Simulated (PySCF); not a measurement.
Structure problem from calculated spectra and properties.

Elements present: C, H, O, S and Si. Monoisotopic mass: 209.9991 u.

| Item | Value |
| --- | --- |
| 1H NMR | chemical shifts (computed TMS as zero) by class: 7.59 (1 H), 7.52 (1 H), 7.27 (2 H), 7.22 (1 H), 7.18 (2 H), 5.18 (1 H), 5.05 (1 H), 1.14 (1 H) ppm [GIAO PBE0/pcSseg-1] |
| Polarisability | 161.0 au [CAM-B3LYP/def2-SVPD] |
| UV, strongest line | among the 10 lowest singlet transitions: S2 at 5.46 eV (227 nm, f = 0.212) [TDDFT CAM-B3LYP/def2-SVPD] |
| 13C NMR | chemical shifts (computed TMS as zero) by class: 157.8 (2 C), 157.4 (2 C), 143.0 (1 C), 142.5 (1 C), 140.1 (1 C), 132.3 (1 C) ppm [GIAO PBE0/pcSseg-1] |
| Rotational structure | rotational constants A, B, C: 1.411, 0.347, 0.329 GHz [PBE0-D3(BJ)/def2-SVP] |
| Dipole | 0.80 D [CAM-B3LYP/def2-SVPD] |
| Triplet | lowest triplet excitation (Tamm–Dancoff): 3.65 eV [TDA CAM-B3LYP/def2-SVPD] |
| UV, first state | lowest singlet excitation: 5.26 eV (236 nm, f = 0.001) [TDDFT CAM-B3LYP/def2-SVPD] |
| NMR, other nuclei | isotropic shieldings of nuclei other than C and H, by class: 305 (1 O), 390 (1 Si), 409 (1 Si), 240 (1 S) ppm [GIAO PBE0/pcSseg-1] |

Gas-phase values; electronic properties from PySCF, density fitting. Levels stand in brackets. NMR shifts are as computed; neighbouring signals can stand in another order in a measured spectrum. One conformer (not necessarily the lowest) at the PBE0-D3(BJ)/def2-SVP geometry, without solvent, vibrations or thermal averaging. NMR classes are plain means over equivalent atoms (diastereotopic ones count apart unless rotation or inversion swaps them), as if these changed places fast.

Question: Which formula fits the mass and the elements?

Answer: C8H10OSSi2 (calculated 209.9991). No other formula that holds each of these elements comes within 0.0003 u with a fitting electron parity and a possible valence count.

Question: Give a SMILES that accounts for the data.

Answer: Numbering: `[OH:1][Si@H:2]1[CH:3]=[CH:4][Si@@H:5]([c:6]2[cH:7][cH:8][cH:9][s:10]2)[CH:11]=[CH:12]1`. Its formula, C8H10OSSi2, gives 6 degrees of unsaturation: 2 rings and 4 π bonds in the structure found (Kekulé form). 8 carbons fall into 6 classes; from least to most shielded: alkene CH carbon [C4/C11] (157.8 ppm, 2 C, up to 2.1 ppm apart in this geometry), alkene CH carbon [C3/C12] (157.4 ppm, 2 C), aromatic CH carbon [C7] (143.0 ppm), aromatic CH next to a ring sulfur [C9] (142.5 ppm), substituted aromatic carbon [C6] (140.1 ppm), aromatic CH carbon [C8] (132.3 ppm). Hydrogen classes from least to most shielded: 1 H on an aromatic CH next to a ring sulfur, C9 (7.59 ppm), 1 H on an aromatic CH carbon, C7 (7.52 ppm), 2 H on 2 alkene CH carbons, C3/C12 (7.27 ppm), 1 H on an aromatic CH carbon, C8 (7.22 ppm), 2 H on 2 alkene CH carbons, C4/C11 (7.18 ppm), 1 H on an oxygen-bound silicon, Si2 (5.18 ppm), 1 H on an SiH silicon, Si5 (5.05 ppm), 1 H on a silanol oxygen, O1 (1.14 ppm). The other shieldings belong to: 305 ppm, silanol oxygen [O1]; 390 ppm, oxygen-bound silicon [Si2]; 409 ppm, SiH silicon [Si5]; 240 ppm, thiophene-type sulfur [S10]. By its constants the optimised geometry is an asymmetric top. Structure: `c1sc([Si@H]2C=C[Si@H](C=C2)O)cc1`. The assignments are read from this structure; whether some other isomer fits the data as well wasn't checked.

Conformer computed: `[OH:1][Si@H:2]1[CH:3]=[CH:4][Si@@H:5]([c:6]2[cH:7][cH:8][cH:9][s:10]2)[CH:11]=[CH:12]1`: C4–Si5–C6–C7 -120°, H–O1–Si2–C3 151°.
